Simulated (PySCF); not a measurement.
Atomic charges by several schemes

CH₉ClO₂Si₃.
Z-matrix (Å and degrees, GFN2-xTB geometry), rows numbered from 1:
```
C 
O   1  1.3998
Si  2  1.6182  1  128.83
Cl  3  2.0046  2  109.78  1   -53.52
O   3  1.5978  2  104.72  1  -172.21
Si  5  1.6460  3  145.20  2    21.93
Si  6  2.3026  5  109.19  3   -26.82
H   1  1.0923  2  110.87  3    46.86
H   1  1.0897  2  107.73  3   166.82
H   1  1.0921  2  110.30  3   -73.84
H   3  1.4495  2  114.08  1    71.13
H   6  1.4669  5   99.93  3  -151.05
H   6  1.4701  5  103.83  3    97.31
H   7  1.4680  6  114.63  5   -49.71
H   7  1.4694  6  114.13  5    73.02
H   7  1.4711  6  109.81  5  -168.74
```

Density: PBE0/pcSseg-1 (PySCF); schemes: Mulliken, IAO, Hirshfeld and ESP-fitted. Geometry: GFN2-xTB, one conformer, isolated molecule.

What partial charge does each atom carry?

In e:

| atom | environment | Mulliken | IAO | Hirshfeld | ESP-fitted |
| --- | --- | --- | --- | --- | --- |
| C1 | methoxy carbon | -0.006 | -0.198 | -0.030 | -0.301 |
| O2 | silyl ether oxygen | -0.638 | -0.646 | -0.212 | -0.191 |
| Si3 | chlorine-bound silicon | +1.088 | +1.323 | +0.451 | +0.469 |
| Cl4 | silicon-bound chlorine | -0.325 | -0.322 | -0.117 | -0.169 |
| O5 | siloxane oxygen | -0.716 | -0.881 | -0.306 | -0.383 |
| Si6 | oxygen-bound silicon | +0.610 | +0.734 | +0.329 | +0.467 |
| Si7 | SiH3 silicon | +0.122 | +0.256 | +0.204 | +0.136 |
| H8 | methyl hydrogen | +0.107 | +0.136 | +0.038 | +0.131 |
| H9 | methyl hydrogen | +0.123 | +0.158 | +0.052 | +0.141 |
| H10 | methyl hydrogen | +0.107 | +0.137 | +0.046 | +0.139 |
| H11 | Si–H hydrogen | -0.118 | -0.168 | -0.076 | -0.051 |
| H12 | Si–H hydrogen | -0.095 | -0.120 | -0.077 | -0.102 |
| H13 | Si–H hydrogen | -0.088 | -0.126 | -0.079 | -0.101 |
| H14 | Si–H hydrogen | -0.048 | -0.087 | -0.070 | -0.055 |
| H15 | Si–H hydrogen | -0.055 | -0.090 | -0.072 | -0.053 |
| H16 | Si–H hydrogen | -0.067 | -0.106 | -0.082 | -0.077 |

Mean size of the charges over all atoms: IAO 0.343 e, Mulliken 0.270 e, ESP-fitted 0.185 e, Hirshfeld 0.140 e. Each set sums to the total charge, 0, to within 0.001 e. The Hirshfeld scheme weights the molecular density at each point by an atom's share of the summed free-atom densities. The IAO scheme counts the electrons in orthogonalised intrinsic atomic orbitals, a minimal basis polarised so that it spans the occupied orbitals exactly.

Lowest charge. All schemes agree: Mulliken O5 (-0.716); IAO O5 (-0.881); Hirshfeld O5 (-0.306); ESP-fitted O5 (-0.383).

Highest charge. All schemes agree: Mulliken Si3 (+1.088); IAO Si3 (+1.323); Hirshfeld Si3 (+0.451); ESP-fitted Si3 (+0.469).

How closely do the schemes follow one another over all atoms?

Correlation coefficient and root-mean-square difference: Mulliken with IAO 0.99, 0.101 e; IAO with Hirshfeld 0.97, 0.312 e; Mulliken with Hirshfeld 0.96, 0.237 e; IAO with ESP-fitted 0.93, 0.287 e; Hirshfeld with ESP-fitted 0.93, 0.092 e; Mulliken with ESP-fitted 0.89, 0.228 e.

Sum the charges by element, for elements with more than one atom.

| element | atoms | Mulliken | IAO | Hirshfeld | ESP-fitted |
| --- | --- | --- | --- | --- | --- |
| O | 2 | -1.354 | -1.527 | -0.518 | -0.574 |
| Si | 3 | +1.820 | +2.312 | +0.985 | +1.073 |
| H | 9 | -0.134 | -0.265 | -0.320 | -0.028 |

How many electrons does the Hirshfeld scheme count on O2?

Z − q = 8 − (-0.212) = 8.212.
